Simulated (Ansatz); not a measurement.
Start from `N[CH2][InH2]` and change one atom or group to get `N[CH2][GeH3]`.

Ansatz, PBE0-D4/def2-TZVP geometries, multiplicity 1. Each molecule was computed in one conformer, which needn't be the lowest.

Elements past krypton have def2 core potentials. Scalar relativity is left out up to krypton.

```tsv
property	`N[CH2][InH2]`
size of the dipole moment (PBE/def2-TZVPP) / D	1.55
zero-point energy (PBE0-D4/def2-TZVP) / kJ/mol	170.6
LUMO energy (ωB97M-V/def2-TZVPP) / eV	-0.10
HOMO energy (PBE/def2-TZVPP) / eV	-5.17
HOMO–LUMO gap (PBE0/def2-TZVPP) / eV	5.00
LUMO energy (PBE0/def2-TZVPP) / eV	-1.52
```

**Question.** Give the same properties after the change, and the shifts. (Estimate.)

**Answer.** The calculation gave: 
```tsv
property	`N[CH2][GeH3]`	shift
size of the dipole moment (PBE/def2-TZVPP) / D	1.61	0.06
zero-point energy (PBE0-D4/def2-TZVP) / kJ/mol	204.0	33.4
LUMO energy (ωB97M-V/def2-TZVPP) / eV	2.21	2.31
HOMO energy (PBE/def2-TZVPP) / eV	-5.45	-0.28
HOMO–LUMO gap (PBE0/def2-TZVPP) / eV	7.63	2.63
LUMO energy (PBE0/def2-TZVPP) / eV	0.73	2.25
```

With PBE0 the HOMO falls by 0.37 eV and the LUMO rises by 2.25 eV, so the gap widens by about 2.62 eV. PBE moves the HOMO by -0.28 eV and ωB97M-V by -0.46 eV. The zero-point energy changes by 33.4 kJ/mol with +3 modes. Dipoles are sizes alone; their direction can turn.
